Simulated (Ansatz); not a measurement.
Mulliken charges of `OC1BS[SiH2]1` from r2SCAN/def2-TZVPP in Ansatz (PBE0-D4/def2-TZVP geometry).

| atom | x (Å) | y (Å) | z (Å) | charge (e) |
| --- | --- | --- | --- | --- |
| O1 | 1.274 | -0.535 | 1.302 | -0.346 |
| C2 | 0.084 | -0.307 | 0.592 | -0.034 |
| B3 | -0.268 | -1.287 | -0.586 | 0.107 |
| S4 | -1.244 | -0.344 | -1.787 | -0.222 |
| Si5 | -0.241 | 1.144 | -0.597 | 0.334 |
| H6 | 1.330 | 0.088 | 2.030 | 0.199 |
| H7 | -0.814 | -0.343 | 1.236 | 0.083 |
| H8 | 0.060 | -2.422 | -0.741 | 0.024 |
| H9 | -1.076 | 2.304 | -0.175 | -0.084 |
| H10 | 0.979 | 1.651 | -1.270 | -0.060 |

**Question.** By hand: the dipole of these point charges (1 e Å = 4.8032 D).

**Answer.** Σ q r = (-0.046, 0.155, 0.244) e Å, of length 0.293 e Å = 1.41 D.

**Question.** How does the dipole of the full density compare? (Best estimate.)

**Answer.** Ansatz gave: (-0.053, 0.339, 0.351) e Å, 2.36 D; the point charges give 0.60 times that, at 12° from its direction.

Point charges leave out the atoms' own dipoles, such as those of lone pairs, and Mulliken's split depends on the basis, so the two needn't agree.
